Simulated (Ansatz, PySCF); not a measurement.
H2BO, SMILES `B[O+]` (lower singlet) (charge 1, multiplicity 1). This singlet lies 2.14 eV below the relaxed triplet at the level B3LYP-D3(BJ)/def2-TZVP (PySCF).

Cartesian coordinates (Å):
```xyz
4

B      0.3394    -0.0104     0.0053
O      1.5221    -0.0465     0.0236
H     -0.9441    -0.4095    -0.0146
H     -0.9174     0.4663    -0.0142
```
Charge +1, spin multiplicity 1.

**Question.** Give the natural occupations of the active orbitals, the CASSCF energy and the corrected energy for frozen-core fic-MRCISD+Q@CASSCF(2e,2o)/cc-pVTZ // B3LYP-D3(BJ)/def2-TZVP (Ansatz, an electronic-structure program).

**Answer.** 
- natural occupations: 1.92, 0.08
- CASSCF energy: -100.3543 Ha
- corrected energy: -100.6813 Ha
- weight of the reference: 0.917
